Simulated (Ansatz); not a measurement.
Reaction (redistribution): `S[SiH2]BCl` + `CO[SiH](O)F` → `O[SiH](F)[SiH2]S` + `COBCl`

Isolated molecules relaxed with PBE0-D4/def2-TZVP in Ansatz; ΔE leaves out vibrations. CCSD(T)/CBS adds triple-zeta CCSD(T) − MP2 to the extrapolated MP2 energy (def2 sets, frozen cores). Functionals use def2-TZVPP. B3LYP here is the variant with VWN-RPA as its local correlation; programs differ in this. Each species was taken in one conformer, which may not be the lowest.

(1) Is it downhill or uphill in electronic energy at CCSD(T)/CBS, and by how much? (Estimate.)

(2) What do these levels give: r2SCAN-D4, B3LYP-D4, ωB97X-V, HF/def2-TZVPP, HF/def2-QZVPP, MP2/def2-QZVPP? (Best estimate.)

Largest T1 diagnostic among the species: 0.013.

## Answers

(1) Ansatz gave: Downhill: ΔE = -7.9 kcal/mol.

(2) Ansatz gave: r2SCAN-D4 -9.7, B3LYP-D4 -9.8, ωB97X-V -9.4, HF/def2-TZVPP -5.3, HF/def2-QZVPP -5.1, MP2/def2-QZVPP -7.7 kcal/mol.

From PBE to PBE0 (25 % exact exchange), in def2-TZVPP and without D4, ΔE moves by +1.6 kcal/mol. In def2-TZVPP, CCSD(T) changes the Hartree–Fock value by −2.8 kcal/mol (the triples alone add −0.7 kcal/mol) and MP2 by −2.6 kcal/mol.
